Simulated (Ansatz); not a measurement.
Calculated with Ansatz (gas phase, PBE0-D4/def2-TZVP geometries, no zero-point term in ΔE). CBS: MP2 limit from def2 TZ/QZ plus the TZ coupled-cluster correction, frozen cores. This one scheme is used for every species. Functionals use def2-TZVPP. B3LYP here is the variant with VWN-RPA as its local correlation; programs differ in this. For Br outer-core shells are correlated without core-valence functions, which leaves a few kJ/mol of doubt a bond. Scalar relativity is left out up to krypton. Each species was taken in one conformer, which may not be the lowest.

Reaction (ligand exchange at the Si–O bond): `N[Si](N)(O)Cl` + HBr → `N[Si](N)(Cl)Br` + H₂O

`N[Si](N)(O)Cl`:

```xyz
10

N     1.398   -0.706    0.100
Si   -0.191   -0.138    0.143
N    -0.189    1.481   -0.352
O    -1.023   -1.251   -0.723
Cl   -1.124   -0.061    1.998
H     2.152   -0.158    0.478
H     1.593   -1.692    0.100
H    -0.867    2.137   -0.006
H     0.200    1.751   -1.240
H    -1.948   -1.363   -0.498
```

HBr:

```xyz
2

Br   -0.296   -0.531    0.367
H     0.296    0.531   -0.367
```

`N[Si](N)(Cl)Br`:

Z-matrix (Å, degrees):
```
Si
N 1 1.689
Cl 1 2.056 2 116.7
N 1 1.690 2 108.9 3 118.2
Br 1 2.227 2 104.5 3 -116.5
H 2 1.008 1 119.9 3 -64.2
H 2 1.006 1 120.6 3 84.9
H 4 1.007 1 119.7 2 54.5
H 4 1.007 1 120.2 2 -158.4
```

H₂O:

Z-matrix (Å, degrees):
```
O
H 1 0.960
H 1 0.960 2 105.1
```

Problem. Is it downhill or uphill in electronic energy at CCSD(T)/CBS, and by how much? (An estimate is asked.)

Solution. Computed: Uphill: ΔE = +10.9 kJ/mol.

Problem. What do these levels give: PBE-D4, revPBE-D4, r2SCAN-D4, r2SCANh-D4, B2PLYP, PBE, r2SCAN, B3LYP, CCSD/def2-SVP, MP2/def2-TZVPP, SCS-MP2/def2-TZVPP, HF/CBS(def2)? (Estimate.)

Solution. The calculation gave: PBE-D4 6.9, revPBE-D4 5.4, r2SCAN-D4 16.0, r2SCANh-D4 15.8, B2PLYP 20.1, PBE 10.3, r2SCAN 16.7, B3LYP 22.7, CCSD/def2-SVP 20.2, MP2/def2-TZVPP 11.9, SCS-MP2/def2-TZVPP 17.3, HF/CBS(def2) 29.1 kJ/mol.

Largest T1 diagnostic among the species: 0.010.

From BLYP to BHLYP (50 % exact exchange), in def2-TZVPP and without D4, ΔE moves by +3.4 kJ/mol. Leaving LDA and LC-ωPBE aside and taking each functional with its dispersion term where it has one, the values, not all of them listed here, spread over 18.7 kJ/mol, from revPBE-D4 to CAM-B3LYP-D4. LDA lies +6.9 kJ/mol from PBE without D4. In def2-TZVPP, CCSD(T) changes the Hartree–Fock value by −9.3 kJ/mol (the triples alone add −2.3 kJ/mol) and MP2 by −16.5 kJ/mol.
